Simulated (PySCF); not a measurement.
## C₆ coefficients of unlike pairs at PBE0

Calculated with PySCF 2.14 from the dipole response of each species, C₆(A,B) = (3/π) ∫ α_A(iu) α_B(iu) du, in atomic units, from isotropic polarisabilities. For ions this is the dispersion term alone; charge-induced terms of lower order in 1/R come first.

```json
{"species": "Sc³⁺", "configuration": "[Ar] (1S)", "basis": "aug-cc-pVQZ-DK (9s8p6d4f3g2h)", "relativity": "spin-free X2C", "α (bohr³)": "2.138", "C₆ (like pair)": "5.566"}
{"species": "O²⁺", "configuration": "[He] 2s2 2p2 (3P)", "basis": "x2c-QZVPPall with one added diffuse shell each of s, p, d, f type (8s5p4d3f1g)", "relativity": "spin-free X2C", "α (bohr³)": "1.739", "C₆ (like pair)": "2.313"}
{"species": "Rh³⁺", "configuration": "[Kr] 4d6 (5D)", "basis": "x2c-TZVPPall with one added diffuse shell each of s, p, d, f type (9s7p7d3f1g)", "relativity": "spin-free X2C", "α (bohr³)": "4.579", "C₆ (like pair)": "20.84"}
{"species": "V⁺", "configuration": "[Ar] 3d4 (5D)", "basis": "x2c-TZVPPall with one added diffuse shell each of s, p, d, f type (7s6p5d3f1g)", "relativity": "spin-free X2C", "α (bohr³)": "15.90", "C₆ (like pair)": "59.01"}
```

(1) Estimate C₆ for V⁺ with Sc³⁺.

No spin-orbit coupling is included.

The other pairs:

| pair | C₆ |
| --- | --- |
| V⁺, O²⁺ | 10.86 |
| V⁺, Rh³⁺ | 31.37 |
| O²⁺, Sc³⁺ | 3.542 |
| Rh³⁺, Sc³⁺ | 10.75 |
| Rh³⁺, O²⁺ | 6.907 |

## Answers

(1) The integral gives 15.74. The combination rule 2 C_A C_B / (C_A α_B/α_A + C_B α_A/α_B) gives 13.32 and the geometric mean 18.12.
